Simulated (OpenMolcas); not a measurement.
## Ar VI: the spin-orbit constant, worked from levels

```
Program             : OpenMolcas 26.06
Basis               : ANO-RCC-VTZP [5s4p2d1f]
Scalar Hamiltonian  : DKH2, point nucleus
Active space        : 3 electrons in 8 orbitals (3s 3p 4s 4p)
State averaging     : 2S+1 = 4 odd, 1 root; 2S+1 = 2 odd, 11 roots; 2S+1 = 4 even, 3 roots; 2S+1 = 2 even, 9 roots
Spin-orbit coupling : state interaction with AMFI integrals over the reference wave functions, term energies averaged over their components
```

Methods: CASSCF; MS-CASPT2, IPEA 0.25 Eh, imaginary shift 0.1 Eh (closed shells correlated: 2s 2p). Measured levels: Saloman, J. Phys. Chem. Ref. Data 39, 033101 (2010).

**The spin-orbit constant.** For the Hund term ²P° of p1, E(J) = (A/2) J(J+1) + constant and ζ = 2S·A = A. From J = 1/2 to J = 3/2 the energy changes by 1.5 A.

```json
{"Source": "CASSCF", "E(3/2) - E(1/2)": "2033.5", "A": "1355.7", "ζ": "1356"}
{"Source": "MS-CASPT2", "E(3/2) - E(1/2)": "2042.0", "A": "1361.3", "ζ": "1361"}
{"Source": "measured", "E(3/2) - E(1/2)": "2207.9", "A": "1471.9", "ζ": "1472"}
```

All in cm-1. MS-CASPT2 is off by -7.5 % and CASSCF by -7.9 %. Both methods take the spin-orbit matrix elements from the reference wave functions, so the second can move ζ only through the term energies and any multistate remixing.

Over all roots computed the reference weight is 0.90 to 0.99 in MS-CASPT2; the roots of lowest weight are the least certain, and an intruder state may touch them. Active for correlation alone: 4p 4s; no level in the range computed is led by a configuration that fills them, so any true level of that kind is missing. Measured partners are found by configuration, term and J. A level has none where our copy of the source lacks it or the pairing is in doubt (some pairs that miss far off the trend of their configuration count as doubtful), and it then counts in no deviation. Levels of configurations outside the active space are missing.

° marks odd parity.
